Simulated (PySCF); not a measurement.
**Electronic absorption of C8H7FOS**

C₈H₇FOS.
SMILES: `CSc1ccc(C(=O)F)cc1`

Method: PySCF 2.14.0, density-fitted response routines, TDDFT CAM-B3LYP/def2-SVPD, vertical, gas phase, core orbitals frozen in the response. Isolated species at its PBE0-D3(BJ)/def2-SVP geometry (one conformer only). Torsions of this conformer, `[CH3:1][S:2][c:3]1[cH:4][cH:5][c:6]([C:7](=[O:8])[F:9])[cH:10][cH:11]1`: C1–S2–C3–C4 -1°, C5–C6–C7–O8 0°.

**Question.** List the vertical singlet excitations with oscillator strengths and describe the spectrum.

**Answer.** 

```csv
state,E (eV),ν̃ (cm⁻¹),f,symmetry,"main configurations (H = HOMO, L = LUMO)"
S1,4.57,36890,0.464,A′,H→L (94%)
S2,4.84,39030,0.0074,A′,"H→L+1 (59%), H-1→L (36%)"
S3,5.49,44300,0.0001,–,H-3→L (85%)
S4,5.59,45060,0.0001,–,"H→L+2 (60%), H→L+3 (16%), H→L+10 (10%)"
S5,5.80,46760,0.147,A′,"H-1→L (58%), H→L+1 (38%)"
S6,6.19,49910,0.0082,A″,"H→L+3 (49%), H→L+2 (26%), H→L+4 (11%)"
S7,6.47,52160,0.0066,A′,"H-2→L (66%), H-1→L+1 (20%), H→L+5 (9%)"
S8,6.57,52960,0.011,A″,H→L+4 (78%)
S9,6.83,55110,0.512,A′,"H-1→L+1 (63%), H→L+5 (22%)"
S10,7.11,57360,0.0017,–,"H-4→L (67%), H-5→L (17%)"
```

Triplets (Tamm–Dancoff): T1 3.27 eV, H→L (83%), H-2→L (9%); T2 4.36 eV, H→L+1 (56%), H-1→L (31%); T3 4.51 eV, H-1→L (62%), H→L+1 (20%), H-1→L+1 (13%); T4 4.58 eV, H-1→L+1 (70%), H→L+1 (17%).

The lowest singlet lies at 4.57 eV (271 nm, ultraviolet) and is strong; its leading configuration is HOMO→LUMO (94%). The strongest level in the table is S9 at 6.83 eV (181 nm, f = 0.512). Löwdin shares by element: HOMO sulfur 43%, carbon 30% or more (atoms not listed hold the other 27%); LUMO carbon 43% or more, oxygen 13% (atoms not listed hold the other 44%). Weighted by f, the mean energy of these states is 5.78 eV. The oscillator strengths of these states sum to 1.157; summed over the whole spectrum of an exact calculation they would give the number of electrons, 88 (Thomas–Reiche–Kuhn). Orbital energies (eV): HOMO-3 -10.48, HOMO-2 -10.25, HOMO-1 -9.29, HOMO -7.86, LUMO -0.90, LUMO+1 0.18, LUMO+2 0.83. Symmetry labels in Cs follow from the direction of the transition dipole and are given only for states with f of 0.002 or more. Singlets were solved by full linear response, triplets in the Tamm–Dancoff approximation.
